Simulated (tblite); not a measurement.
C$_{4}$F$_{5}$ (SMILES F[C]=C(F)C(F)=C(F)F), doublet, geometry from GFN2-xTB; IPEA1-xTB in tblite.

Here is a job for tblite.
```
$ tblite run mol.xyz --method ipea1 --charge 0 --spin 1 --json tblite.json --no-restart

# file mol.xyz
9

F      2.56485283     0.59806167    -1.46075901
C      1.42083046     0.47569816    -0.85575479
C      0.81968034    -0.51578234    -0.23893722
F      1.39889688    -1.74446868    -0.12917273
C     -0.49709445    -0.43161779     0.38488786
F     -0.94140706    -1.55040162     0.96521170
C     -1.26190316     0.66484979     0.40949713
F     -2.45053496     0.75871527     0.96684631
F     -0.89281649     1.80932814    -0.14192158
```

It wrote (shortened):

```
xTB calculator
 | screened Coulomb repulsion
 | Coulomb electrostatics
 |  * isotropic Klopman-Ohno-Mataga-Nishimoto electrostatics
 |  * onsite third-order electrostatics
 | DFT-D3(BJ) dispersion correction

halogen bonding energy    0.0000000000000E+00 Eh
repulsion energy          2.2266956225575E-01 Eh
dispersion energy        -2.8739866148495E-03 Eh
number of electrons       5.1000000000000E+01 e
integral cutoff           4.0000000000000E+01 bohr

------------------------------------------------------------
  cycle        total energy    energy error   density error
------------------------------------------------------------
      1     -36.14227896223  -3.6362075E+01   5.1313591E-01
      2     -36.28376628320  -1.4148732E-01   3.4332746E-01
      3     -35.82143201743   4.6233427E-01   3.2356730E-01
      4     -36.34437111522  -5.2293910E-01   1.2674196E-01
      5     -36.42828356586  -8.3912451E-02   5.2518413E-02
      6     -36.44812490241  -1.9841337E-02   1.8294637E-02
      7     -36.44902435489  -8.9945248E-04   1.2638980E-02
      8     -36.44949344963  -4.6909474E-04   6.0548225E-03
      9     -36.44964563639  -1.5218676E-04   1.5758066E-03
     10     -36.44964888095  -3.2445636E-06   6.9213167E-04
     11     -36.44965142001  -2.5390563E-06   2.7867201E-05
     12     -36.44965142498  -4.9691593E-09   1.0611957E-05
------------------------------------------------------------

electronic energy        -3.6669447000617E+01 Eh
total energy             -3.6449651424976E+01 Eh

Post processing:
 | Mayer-Wiberg bond orders

[Info] JSON dump of results written to 'tblite.json'
```
